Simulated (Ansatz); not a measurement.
BH₂, SMILES [BH2+], charge +1.

Geometry optimised at r2SCAN-D4/def2-TZVPD.

Two levels are set side by side: PBE/def2-TZVPD (Ansatz, an electronic-structure program) and ωB97X-V/def2-TZVPD (Ansatz). Energy differences of separate SCF runs at the same geometry; the states with an electron removed or added have multiplicity 2 and 2. Differences are taken from unrounded values.

```json
[
 {"quantity": "vertical ionisation energy (eV)", "ωB97X-V": "24.43"},
 {"quantity": "vertical electron affinity (eV)", "ωB97X-V": "7.82"},
 {"quantity": "vertical singlet–triplet gap (eV)", "ωB97X-V": "6.68"}
]
```

What does PBE give, and how far is it from ωB97X-V? (An estimate is asked for; the answer gives what the named calculation found.)


```csv
quantity,PBE,PBE minus ωB97X-V
vertical ionisation energy (eV),24.21,-0.22
vertical electron affinity (eV),8.11,0.29
vertical singlet–triplet gap (eV),6.14,-0.55
```
